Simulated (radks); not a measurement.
Results of a calculation; reference values are marked as such.
Coulomb parameter of the 4d shell of the molybdenum ion Mo+ in the model configuration [Kr] 4d4 5s1, as a second difference U = [E(n + 0.25) + E(n - 0.25) - 2 E(n)] / (0.25)^2 with all orbitals relaxed. "Bare": the charge of the atom changes with n. "Screened": the 5s shell takes up the change at fixed total charge, which measures U(4d,4d) + U(5s,5s) - 2 U(4d,5s). Code: a radial shooting solver on a logarithmic mesh with Libxc functionals. Model: scalar-relativistic Kohn-Sham, PBE, spin-unpolarised, spherical densities, finite nucleus; Fermi nuclear charge, rms radius 4.4091 fm.

\begin{tabular}{lrr}
case & configuration & E - E(n) (eV) \\ \hline
start & [Kr] 4d4 5s1 & 0.000 \\
bare +0.25 & [Kr] 4d4.25 5s1 & -2.881 \\
bare -0.25 & [Kr] 4d3.75 5s1 & 3.513 \\
screened +0.25 & [Kr] 4d4.25 5s0.75 & -0.408 \\
screened -0.25 & [Kr] 4d3.75 5s1.25 & 0.490 \\
\end{tabular}

U(bare) = 10.115 eV, U(screened by 5s) = 1.310 eV, against the Slater integral F0(4d,4d) = 13.834 eV with frozen orbitals.
